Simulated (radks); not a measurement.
The mean radii <r> (bohr) of the occupied orbitals of an atom or ion are listed with their occupations. Calculated with a radial shooting solver on a logarithmic mesh with Libxc functionals: Dirac Kohn-Sham, relativistic LDA (MacDonald-Vosko exchange, VWN5 correlation), spin-unpolarised, spherical densities, finite nucleus; Fermi nuclear charge, rms radius of each element as measured or else 0.836 A^(1/3) + 0.57 fm.

orbital  occ.      <r>
1s1/2       2  0.02517
2s1/2       2   0.1073
2p1/2       2  0.09013
2p3/2       4  0.09620
3s1/2       2   0.2858
3p1/2       2   0.2754
3p3/2       4   0.2874
3d3/2       4   0.2581
3d5/2       6   0.2619
4s1/2       2   0.6557
4p1/2       2   0.6756
4p3/2       4   0.7029
4d3/2       4   0.7627
4d5/2       6   0.7725
5s1/2       2    1.562
5p1/2       2    1.759
5p3/2       4    1.843
5d3/2       2    2.870

Name the element and its charge. Open shells, if any, fill j = l - 1/2 first.

Answer. Z = 57, lanthanum, charge +1: La+ in [Xe] 5d2. The 1s radius gives Z: for a bare nucleus <r> = (2 gamma + 1)/(2Z) with gamma = sqrt(1 - (Z/c)^2), 0.02473 bohr for Z = 57, and screening makes it slightly larger (0.02517 here). The occupations add up to 56, and the charge is Z minus that.
